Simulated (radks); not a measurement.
Effect of the nuclear size on neutral gold, [Xe] 4f14 5d10 6s1. Method: Dirac Kohn-Sham, BLYP, spin-unpolarised, spherical densities, finite nucleus; Fermi nuclear charge, rms radius 5.4371 fm; computed with a radial shooting solver on a logarithmic mesh with Libxc functionals. The rms radius is varied about that value; shifts are against it.

| rms radius (fm) | total energy shift (eV) | density at nucleus (e/bohr^3) | 1s1/2 shift (meV) | 2s1/2 shift (meV) | 4p1/2 shift (meV) | 5s1/2 shift (meV) | 6s1/2 shift (meV) | 6p1/2 (empty) shift (meV) |
|---|---|---|---|---|---|---|---|---|
| 4.4041 | -33.9 | 2.333e+06 | -13600 | -2010 | -2.26 | -22.6 | -1.64 | 0.172 |
| 5.0456 | -13.4 | 2.209e+06 | -5360 | -791 | -0.895 | -8.89 | -0.644 | 0.068 |
| 5.4371 | 0 | 2.144e+06 | 0.000 | 0.000 | 0.000 | 0.000 | 0.000 | 0.000 |
| 5.7742 | 12.0 | 2.093e+06 | 4800 | 710 | 0.807 | 7.97 | 0.578 | -0.061 |
| 6.1657 | 26.4 | 2.039e+06 | 10600 | 1570 | 1.79 | 17.6 | 1.27 | -0.134 |

Slopes of the eigenvalues against <r^2> in GHz/fm^2, as finite differences over the two radii next to the reference (eigenvalue slopes, not the field-shift constants of lines): 1s1/2 312000, 2s1/2 46000, 4p1/2 52.2, 5s1/2 517, 6s1/2 37.5, 6p1/2 (empty) -3.94.
